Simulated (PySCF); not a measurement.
C₆H₁₀FPSi₂: full NMR table

| Quantity | Value |
| --- | --- |
| Formula | C6H10FPSi2 |
| SMILES | F[Si@@H]([SiH2]P)c1ccccc1 |
| InChI | InChI=1S/C6H10FPSi2/c7-10(9-8)6-4-2-1-3-5-6/h1-5,10H,8-9H2/t10-/m0/s1 |
| Point group of the computed structure | C1 |
| Carbon signals | 4 |
| Proton signals | 7 |

Molfile (atoms numbered from 1):
```
C6H10FPSi2
     RDKit          3D

 20 20  0  0  0  0  0  0  0  0999 V2000
   -0.7044    2.8333   -1.0588 F   0  0  0  0  0  0  0  0  0  0  0  0
   -0.7686    1.8026    0.1914 Si  0  0  1  0  0  4  0  0  0  0  0  0
   -2.8203    0.7349    0.0972 Si  0  0  0  0  0  4  0  0  0  0  0  0
   -2.6739   -1.1312    1.3359 P   0  0  0  0  0  0  0  0  0  0  0  0
    0.6685    0.6005   -0.0241 C   0  0  0  0  0  0  0  0  0  0  0  0
    1.5580    0.6943   -1.0914 C   0  0  0  0  0  0  0  0  0  0  0  0
    2.5772   -0.2273   -1.2512 C   0  0  0  0  0  0  0  0  0  0  0  0
    2.7243   -1.2625   -0.3435 C   0  0  0  0  0  0  0  0  0  0  0  0
    1.8495   -1.3701    0.7258 C   0  0  0  0  0  0  0  0  0  0  0  0
    0.8325   -0.4473    0.8800 C   0  0  0  0  0  0  0  0  0  0  0  0
   -0.5184    2.6907    1.3275 H   0  0  0  0  0  0  0  0  0  0  0  0
   -3.3007    0.4289   -1.2615 H   0  0  0  0  0  0  0  0  0  0  0  0
   -3.9010    1.5097    0.7247 H   0  0  0  0  0  0  0  0  0  0  0  0
   -3.8849   -1.6492    0.9261 H   0  0  0  0  0  0  0  0  0  0  0  0
   -1.9745   -1.8590    0.3923 H   0  0  0  0  0  0  0  0  0  0  0  0
    1.4456    1.5005   -1.8012 H   0  0  0  0  0  0  0  0  0  0  0  0
    3.2567   -0.1393   -2.0865 H   0  0  0  0  0  0  0  0  0  0  0  0
    3.5181   -1.9846   -0.4678 H   0  0  0  0  0  0  0  0  0  0  0  0
    1.9606   -2.1752    1.4378 H   0  0  0  0  0  0  0  0  0  0  0  0
    0.1506   -0.5388    1.7171 H   0  0  0  0  0  0  0  0  0  0  0  0
  1  2  1  0
  2  3  1  0
  3  4  1  0
  2  5  1  0
  5  6  2  0
  6  7  1  0
  7  8  2  0
  8  9  1  0
  9 10  2  0
 10  5  1  0
  2 11  1  1
  3 12  1  0
  3 13  1  0
  4 14  1  0
  4 15  1  0
  6 16  1  0
  7 17  1  0
  8 18  1  0
  9 19  1  0
 10 20  1  0
M  END
```

Computed data (PySCF 2.14.0 with density-fitted response routines): PBE0/pcSseg-1 with gauge-including orbitals, geometry: GFN2-xTB. No relativistic terms, averaged over atoms made equivalent by symmetry, fast rotation or ring inversion, a single conformation, no solvent model.

Referencing at the same level of theory: 1H and 13C and 29Si against TMS; 19F against CFCl3; 31P against H3PO4.

| carbon | δC, type | δH (multiplicity) | HMBC from (2–3 bonds) | span of the C tensor (ppm) |
| --- | --- | --- | --- | --- |
| C5 | 138.4, C | – | H16/H20, H17/H19, H11, H12, H13 | 224 |
| C6/C10 | 138.2, CH | 7.78 (m) | H16/H20, H17/H19, H18, H11 | 251 |
| C7/C9 | 133.6, CH | 7.74 (m) | H16/H20, H17/H19, H18 | 239 |
| C8 | 136.3, CH | 7.72 (m) | H16/H20, H17/H19 | 240 |

Other nuclei:
| atoms | nucleus | environment | δ (ppm) | σ (ppm) |
| --- | --- | --- | --- | --- |
| H11 | 1H | hydrogen on a silicon bonded to C, F, Si | 6.26 | 25.45 |
| H12 | 1H | hydrogen on a silicon bonded to P, Si | 4.42 | 27.30 |
| H13 | 1H | hydrogen on a silicon bonded to P, Si | 4.07 | 27.64 |
| H14/H15 | 1H | hydrogen on a phosphorus bonded to Si | 1.01 | 30.71 |
| F1 | 19F | fluorine bonded to Si | -233.2 | 404.1 |
| P4 | 31P | phosphorus bonded to Si, 2 H | -313.2 | 631.5 |
| Si2 | 29Si | silicon bonded to C, F, Si, H | 11.2 | 338.0 |
| Si3 | 29Si | silicon bonded to P, Si, 2 H | -96.0 | 445.1 |

- δC 138.4: substituted aromatic carbon.
- δC 138.2, 136.3, 133.6: aromatic CH; the aromatic region.
- δH 7.78, 7.74, 7.72: hydrogen on an aromatic CH; aromatic region.
- δH 6.26: hydrogen on a silicon bonded to C, F, Si.
- δH 1.01: hydrogen on a phosphorus bonded to Si.

Splittings by 19F and 31P in the carbon and heteronuclear signals aren't shown, as no couplings were computed. Shifts are as computed. Against solution values, carbons near 30 ppm lie about +3 ppm off and those near 130 ppm about +5 ppm. Of 1211 compounds with measured shifts, 218 miss one by over three times the rms of a fit or turn the order of signals round; such compounds aren't used in these exercises. Unscaled 19F shifts against computed CFCl3 carry errors that often reach 10 to 50 ppm. Experimental scales use liquid or dissolved standards, which lie at an offset from isolated H3PO4. Multiplicities follow the n + 1 count of equivalent neighbours, as no J values were calculated; m marks all less simple cases, F and P coupling included.
